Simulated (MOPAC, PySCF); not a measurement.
C6H4O2, SMILES `c1cc2occc2o1`, neutral singlet in the gas phase. 

Cartesian coordinates (Å):
SMILES: c1cc2occc2o1
```xyz
12

C     -2.0487     0.3467    -0.1041
C     -1.5129    -0.9055     0.1464
C     -0.1052    -0.6721     0.1274
O      1.0814    -1.3184     0.2733
C      2.0487    -0.3466     0.1043
C      1.5129     0.9055    -0.1464
C      0.1052     0.6722    -0.1273
O     -1.0814     1.3184    -0.2733
H     -3.0814     0.6983    -0.1908
H     -2.0744    -1.8299     0.3138
H      3.0814    -0.6984     0.1907
H      2.0744     1.8299    -0.3139
```
Charge 0, spin multiplicity 1.

All levels are single points at this geometry (PBE-D3(BJ)/def2-SVP); Pople sets use spherical d functions. Orbital energies aren't observables, and empty levels follow the basis.

```json
[
 {"level": "PBE-D3(BJ)/def2-TZVP in PySCF", "HOMO (eV)": "-5.08", "LUMO (eV)": "-1.27", "gap (eV)": "3.81", "dipole (D)": "0.00", "vertical IE, Delta-SCF (eV)": "7.91"},
 {"level": "B3LYP/3-21G in PySCF", "HOMO (eV)": "-5.79", "LUMO (eV)": "-0.18", "gap (eV)": "5.61", "dipole (D)": "0.00", "vertical IE, Delta-SCF (eV)": "–"},
 {"level": "B3LYP/6-31G* in PySCF", "HOMO (eV)": "-5.51", "LUMO (eV)": "-0.16", "gap (eV)": "5.35", "dipole (D)": "0.00", "vertical IE, Delta-SCF (eV)": "7.74"},
 {"level": "BP86/6-31G* in PySCF", "HOMO (eV)": "-4.85", "LUMO (eV)": "-0.94", "gap (eV)": "3.91", "dipole (D)": "0.00", "vertical IE, Delta-SCF (eV)": "–"},
 {"level": "PBE/6-31G* in PySCF", "HOMO (eV)": "-4.75", "LUMO (eV)": "-0.84", "gap (eV)": "3.92", "dipole (D)": "0.00", "vertical IE, Delta-SCF (eV)": "7.72"},
 {"level": "SVWN5/6-31G* in PySCF", "HOMO (eV)": "-4.94", "LUMO (eV)": "-1.04", "gap (eV)": "3.91", "dipole (D)": "0.00", "vertical IE, Delta-SCF (eV)": "7.97"},
 {"level": "HF/3-21G in PySCF", "HOMO (eV)": "-8.03", "LUMO (eV)": "3.51", "gap (eV)": "11.54", "dipole (D)": "0.00", "vertical IE, Delta-SCF (eV)": "–"},
 {"level": "AM1 in MOPAC", "HOMO (eV)": "-8.92", "LUMO (eV)": "0.12", "gap (eV)": "9.04", "dipole (D)": "0.00", "vertical IE, Delta-SCF (eV)": "–"},
 {"level": "PM3 in MOPAC", "HOMO (eV)": "-8.89", "LUMO (eV)": "0.02", "gap (eV)": "8.91", "dipole (D)": "0.00", "vertical IE, Delta-SCF (eV)": "–"}
]
```
